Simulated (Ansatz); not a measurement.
Basis-set extrapolation for C2H5AlF2O (PBE0-D4/def2-TZVP geometry, frozen core, Ansatz 0.2.0). Multiplicity 1, RHF reference.

```csv
,def2-TZVPP,def2-QZVPP
HF,-594.531783,-594.555717
MP2 correlation,-1.159264,-1.255225
CCSD(T) correlation,-1.225778,not run
```

Energies in hartree. Use E(X) = E(∞) + A·exp(−7.88·√X) for Hartree–Fock and E(X) = E(∞) + B·X^(−2.97) for correlation, with X = 3 and 4, and add CCSD(T) minus MP2 of the smaller set to the MP2 limit.

Problem. What is the CCSD(T) energy at the basis-set limit?

Solution. HF limit: -594.555717 + (-0.023934) × 0.13774 = -594.55901. MP2 limit: -1.255225 + (-0.095961) × 0.74074 = -1.32631. Higher-order term: -1.225778 − (-1.159264) = -0.06651. Total: -595.95183 hartree, 510.1 kJ/mol below CCSD(T)/def2-TZVPP.
